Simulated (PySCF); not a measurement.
**Worked example: entropy of an ideal gas**

Pb(H)(OMe) (CH₄OPb), SMILES C[O][PbH] (connectivity only; charge and spin as stated), neutral, multiplicity 1.

The structure is a stationary point at PBE0-D3(BJ)/def2-SVP. The def2 effective core potentials stand for the cores of Pb; spin–orbit coupling is left out.

PBE0-D3(BJ)/def2-SVP (PySCF 2.14.0) gives the harmonic wavenumbers 118, 223, 259, 480, 564, 1158, 1168, 1184, 1460, 1464, 1468, 1560, 2969, 3047, 3052 cm⁻¹ and the rotational temperatures 1.9097, 0.1242, 0.1184 K. The molar mass is 239.24 g/mol, the symmetry number 1, the spin multiplicity 1.

### Question
Work out the entropy at 298.15 K and 1 atm in the rigid-rotor, harmonic-oscillator model.

### Answer

Translation (Sackur–Tetrode at 1 atm): S = R[1.5 ln M + 2.5 ln T − 1.16487] = 177.1 J/(mol K).
Rotation: q = (√π/σ) T^1.5/√(θA θB θC) = 54500, S = R[ln q + 3/2] = 103.1 J/(mol K).
Vibration: with u = 1.4388 ν/T, each mode gives R[u/(e^u − 1) − ln(1 − e^−u)]:
```json
[
 {"ν (cm⁻¹)": "118", "modes": "1", "u": "0.57", "S (J/(mol K))": "13.11"},
 {"ν (cm⁻¹)": "223", "modes": "1", "u": "1.08", "S (J/(mol K))": "8.09"},
 {"ν (cm⁻¹)": "259", "modes": "1", "u": "1.25", "S (J/(mol K))": "6.98"},
 {"ν (cm⁻¹)": "480", "modes": "1", "u": "2.32", "S (J/(mol K))": "2.97"},
 {"ν (cm⁻¹)": "564", "modes": "1", "u": "2.72", "S (J/(mol K))": "2.16"},
 {"ν (cm⁻¹)": "1158", "modes": "1", "u": "5.59", "S (J/(mol K))": "0.21"},
 {"ν (cm⁻¹)": "1168", "modes": "1", "u": "5.64", "S (J/(mol K))": "0.20"},
 {"ν (cm⁻¹)": "1184", "modes": "1", "u": "5.71", "S (J/(mol K))": "0.18"},
 {"ν (cm⁻¹)": "1460", "modes": "1", "u": "7.05", "S (J/(mol K))": "0.06"},
 {"ν (cm⁻¹)": "1464", "modes": "1", "u": "7.06", "S (J/(mol K))": "0.06"},
 {"ν (cm⁻¹)": "1468", "modes": "1", "u": "7.08", "S (J/(mol K))": "0.06"},
 {"ν (cm⁻¹)": "1560", "modes": "1", "u": "7.53", "S (J/(mol K))": "0.04"}
]
```
The stiffer modes add less than 0.005 each. Sum 34.1 J/(mol K).
Spin: R ln 1 = 0.0 J/(mol K).
Total 314.3 J/(mol K); the program's own thermochemistry gives 314.3. Translation makes up 56 % and vibration 11 %. Anharmonicity, hindered rotation and orbital degeneracy are left out.
